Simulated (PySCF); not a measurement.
Bond energies at PBE0/def2-TZVPP beside a composite method

PySCF, lowest determinants of a PBE0 search. The composite is CCSD(T) extrapolated to the basis-set limit from two correlation-consistent sets, with core-valence (CV) and scalar-relativistic (SR) terms as its label shows; it has no spin–orbit coupling and nothing beyond (T).

| species | state (unpaired electrons) | De PBE0 (eV) | De composite (eV) | composite | dissociates to |
| --- | --- | --- | --- | --- | --- |
| CsBr | singlet (closed shell) | 4.07 | 4.07 | CCSD(T)/CBS(DT) | Cs + Br |
| AsH | triplet (π ↑↑) | 2.90 | 2.87 | CCSD(T)/CBS(DT) | As + H |
| MgS | singlet (closed shell) | 2.10 | 2.19 | CCSD(T)/CBS(DT)+CV+SR | Mg + S |
| TlC | quartet (σ ↑, π ↑↑) | 2.80 | 2.62 | CCSD(T)/CBS(DT)+CV | Tl + C |
| Na2 | singlet (closed shell) | 0.69 | 0.75 | CCSD(T)/CBS(DT)+SR | Na + Na |
| GeF | doublet (π ↑) | 5.23 | 5.29 | CCSD(T)/CBS(DT) | Ge + F |
| AlI | singlet (closed shell) | 3.94 | 4.05 | CCSD(T)/CBS(TQ)+CV | Al + I |
| GeB | quartet (σ ↑, π ↑↑) | 3.28 | 2.99 | CCSD(T)/CBS(DT)+CV | Ge + B |

**Question.** Does PBE0 bind more or less than the composite, by how much on average, and where is the difference largest?

**Answer.** PBE0/def2-TZVPP binds about as much on average, method and basis taken together: the mean signed difference is +0.02 eV and the mean absolute one 0.10 eV; it is largest for GeB (+0.29 eV).

The molecules are drawn from runs that passed checks on state, spin purity and fit, so the hardest cases are missing and the errors look smaller than over all diatomics.

Correlated steps freeze the inner cores (2 to 37 orbitals); shallow outer-core shells are correlated. Closed-shell solutions of metal pairs were not tested for spin polarisation, which can lower them a little. These are scalar-relativistic numbers at best; spin–orbit coupling would shift them, the dissociation energy most. Where the molecule has an RHF reference, its open-shell atoms are computed with UHF. The CCSD T1 diagnostic is raised in MgS, a sign that a single reference may not be enough there. States were picked by a PBE0 search and need not be the measured ground states.
